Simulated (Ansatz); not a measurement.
**Worked example: H3NO + SiH(NH2)2(SiH3) → SiH3(OH) + SiH(NH2)3**

Species: H3NO (hydroxylamine) `NO`, singlet; SiH(NH2)2(SiH3), singlet; SiH3(OH), singlet; SiH(NH2)3, singlet. The partners trade NH2 for SiH3: O–NH2 and Si–SiH3 bonds give way to O–SiH3 and Si–NH2.

Shapes, held fixed at every level: PBE0-D4/def2-TZVP. Flexible molecules stand in one conformer, not always the lowest. Programs: Ansatz 0.2.0. The zero-point and thermal change to 298 K, harmonic and unscaled (PBE0-D4/def2-TZVP), is -2.0 kJ/mol.

At CCSD(T)/CBS estimate; 1 Eh = 2625.50 kJ/mol:

```
        species  energy (Eh)
           H3NO  -131.613501
SiH(NH2)2(SiH3)  -692.431449
       SiH3(OH)  -366.690417
      SiH(NH2)3  -457.507258
```

Work out ΔH(298 K) of the reaction at this level.


1. Products less reactants: (-366.690417) + (-457.507258) − [(-131.613501) + (-692.431449)] = -0.152725 Eh = -401.0 kJ/mol.
2. With the thermal change: -401.0 + (-2.0) = -403.0 kJ/mol.

Other levels give -402.4 (CCSD/def2-TZVPP) to -353.7 kJ/mol (PBE-D4/def2-TZVPP). No measured value is set beside it here. The CBS estimate extrapolates MP2 from def2-TZVPP and def2-QZVPP and adds CCSD(T) − MP2 in the triple-zeta set, cores frozen. The median of the other levels is -389.2 kJ/mol.
